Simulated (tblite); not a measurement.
Question: What does the GFN2-xTB structure of `C[C@@H]([SiH3])[Si@@H](N)C[SiH3]` look like in three dimensions?

Answer: 
```xyz
22
C3H15NSi3 angstrom
C     -1.872   -0.094   -1.790
C     -0.942    0.376   -0.672
Si    -1.924    1.255    0.696
Si     0.111   -1.064   -0.010
N      1.078   -1.633   -1.324
C      1.335   -0.528    1.335
Si     2.513    0.879    0.866
H     -2.547   -0.868   -1.430
H     -1.303   -0.506   -2.623
H     -2.478    0.727   -2.174
H     -0.254    1.110   -1.103
H     -1.017    1.841    1.684
H     -2.736    2.326    0.103
H     -2.825    0.310    1.363
H     -0.801   -2.089    0.552
H      0.631   -1.877   -2.192
H      1.823   -2.283   -1.133
H      1.920   -1.397    1.631
H      0.770   -0.232    2.217
H      3.281    0.545   -0.336
H      1.764    2.119    0.641
H      3.463    1.104    1.966
```

Orientation and origin are arbitrary. Atoms count from 1 in this order. Si3 (SiH3 silicon) is tetrahedral (angles from 108.3° to 110.6°). Of the pairs four or more bonds apart, H9···H16 is among the closest relative to their van der Waals radii: 2.41 Å, 100 % of the sum of Bondi's values. N5 (silicon-bound nitrogen) is pyramidal (angles 119.1°, 118.9° and 109.6°, sum 347.6°, 0.24 Å off the plane of its three neighbours). Si7 (SiH3 silicon) is tetrahedral (angles from 108.1° to 111.1°).

Bonds between heavy atoms (Å): C1–C2 1.528, C2–Si3 1.900, C2–Si4 1.903, Si4–N5 1.728, Si4–C6 1.896, C6–Si7 1.894.

Computed geometry: GFN2-xTB, gas phase.

Point group: C1 (no symmetry element, even within 0.4 Å). Its GFN2-xTB frequencies are all real (lowest 38 cm⁻¹). The numbers are those of one conformer (C1–C2–Si4–N5 62°, C2–Si4–N5–H -53° and 169°, C2–Si4–C6–Si7 -55°). 3 starts were optimised and ended at 0.00, 0.33 and 1.71 kcal/mol (GFN2-xTB); the lowest of these is shown.
